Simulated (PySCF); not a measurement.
Computed shifts of a molecule C2H12OSi3, PySCF with PBE0/pcSseg-1, GIAO, gas phase, atoms alike by connectivity averaged where their shifts nearly agree, in ppm (number of nuclei): ²⁹Si: 10.0 (1), -58.5 (1), -108.7 (1). ¹³C: 19.4 (1), 7.6 (1). ¹H: 5.62 (1), 4.17 (3), 3.69 (3), 1.50 (1), 1.28 (1), 1.13 (1), 1.11 (1), 0.99 (1). References: ¹⁷O against H2O (σ = 334.2 ppm); ²⁹Si against TMS (σ = 352.7 ppm); ¹³C against TMS (σ = 186.3 ppm); ¹H against TMS (σ = 31.56 ppm), references at their B3LYP-D3(BJ)/def2-TZVP geometries, non-relativistic. Coordinates come from a PBE0-D3(BJ)/def2-SVP optimisation. Other conformers were not sampled.

Task: Pick the molecule that these values belong to.
A) CC[SiH2]O[SiH2][SiH3]
B) C[SiH2][SiH](O)[SiH2]C
C) [SiH3]COC([SiH3])[SiH3]
D) O[Si@@H]([SiH3])CC[SiH3]

Result: D, O[Si@@H]([SiH3])CC[SiH3]
